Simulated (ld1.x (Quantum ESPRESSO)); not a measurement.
Cutoff test, bismuth, PAW

| Item | Value |
| --- | --- |
| Element | bismuth (Bi) |
| Generator | ld1.x (Quantum ESPRESSO) 7.5 |
| Type | PAW |
| Functional | PBE |
| Relativity | scalar-relativistic |
| Frozen core | [Xe] 4f14 |
| Valence charge | 15 |
| Reference configuration | 5d10 6s2 6p3 |
| Partial waves | 6s (bound): rcut 1.90, rcutus 2.10 bohr; 6s channel at 4.3 Ry: rcut 1.90, rcutus 2.10 bohr; 6p (bound): rcut 1.90, rcutus 2.15 bohr; 6p channel at 0.15 Ry: rcut 1.90, rcutus 2.15 bohr; 5d (bound): rcut 1.15, rcutus 1.50 bohr; 5d channel at -1.5 Ry: rcut 1.15, rcutus 1.50 bohr |
| Local potential | all-electron potential smoothed inside 1.40 bohr (lloc = -1) |
| Core correction | a·sin(br)/r model core, default radius (core density twice the valence density) |
| Augmentation charge | PSQ, radius 1.30 bohr |

The pseudo-atom Hamiltonian at the reference potential is diagonalised in spherical Bessel functions j_l(qr) that vanish at 20 bohr, with q² up to the cutoff. All-electron valence levels (Ry): 6s -1.0640, 6p -0.3359, 5d -1.9905.

Task: How do the lowest levels (Ry) of each channel move with the cutoff, and are there ghosts?

Result:

| cutoff (Ry) | s #1 | s #2 | p #1 | p #2 | p #3 | d #1 | d #2 | f #1 | Σ f·Δε (mRy) |
| --- | --- | --- | --- | --- | --- | --- | --- | --- | --- |
| 8 | -1.0630 | -0.3902 | -0.3340 | 0.0222 | 0.1224 | -0.2513 | 0.0592 | 0.1073 | 17400.5 |
| 15 | -10.2503 | -1.0636 | -0.3361 | 0.0221 | 0.1221 | -0.9063 | 0.0530 | 0.1073 | 10844.1 |
| 21 | -16.4207 | -1.0640 | -1.7398 | -0.3359 | 0.0221 | -1.5060 | 0.0505 | 0.1073 | 4846.0 |
| 35 | -19.1615 | -1.0640 | -4.1715 | -0.3360 | 0.0221 | -1.9510 | 0.0489 | 0.1073 | 396.1 |
| 50 | -19.5658 | -1.0641 | -4.6758 | -0.3360 | 0.0221 | -1.9895 | 0.0488 | 0.1073 | 10.4 |
| 70 | -19.6156 | -1.0641 | -4.7967 | -0.3360 | 0.0221 | -1.9901 | 0.0488 | 0.1073 | 4.6 |
| 90 | -19.6199 | -1.0641 | -4.8119 | -0.3360 | 0.0221 | -1.9905 | 0.0488 | 0.1073 | 1.1 |
| 120 | -19.6205 | -1.0641 | -4.8135 | -0.3360 | 0.0221 | -1.9905 | 0.0488 | 0.1073 | 0.4 |
| 400 | -19.6205 | -1.0641 | -4.8136 | -0.3360 | 0.0221 | -1.9906 | 0.0488 | 0.1073 | 0.0 |

Result: ghost states, extra bound levels that the all-electron valence spectrum of the same l lacks: s at -267.0 eV, p at -65.5 eV (a true bound ghost makes a file unfit for plane-wave use); 10 mRy is reached at 60 Ry and 1 mRy at 100 Ry.
